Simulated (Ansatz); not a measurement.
CH$_{5}$AlFN, SMILES `C[NH][AlH][F]`, relaxed with RKS PBE0-D4/def2-TZVP in the Gaussian-basis code of Ansatz from a PBE-D4/def2-SVP geometry. The force threshold is 0.005 eV/Å; the program also tests the step.

Charge 0, multiplicity 1.

Start:

```xyz
9

C    -0.536    0.023   -1.183
N     0.528    0.021   -0.192
Al    0.365   -0.042    1.580
F     1.778   -0.007    2.492
H    -0.496   -0.862   -1.860
H    -1.528    0.000   -0.686
H    -0.523    0.931   -1.829
H     1.459    0.063   -0.616
H    -1.048   -0.127    2.293
```

(1) How much energy does the relaxation release, and in how many steps? (Estimate.)

(2) Which bonds change most? (Best estimate.)

(3) Give the relaxed structure. (An estimate is asked.)

## Answers

(1) Ansatz gave: 4.25 kJ/mol, in 6 steps.

(2) Computed: Al3–F4 from 1.682 to 1.652 Å; N2–Al3 from 1.781 to 1.758 Å; C1–H5 from 1.115 to 1.096 Å; C1–H7 from 1.115 to 1.096 Å.

(3) Ansatz gave: 
```xyz
9

C    -0.534    0.020   -1.172
N     0.531    0.022   -0.191
Al    0.365   -0.037    1.558
F     1.745   -0.023    2.465
H    -0.480   -0.845   -1.843
H    -1.504   -0.022   -0.671
H    -0.531    0.925   -1.791
H     1.445    0.063   -0.617
H    -1.038   -0.102    2.261
```
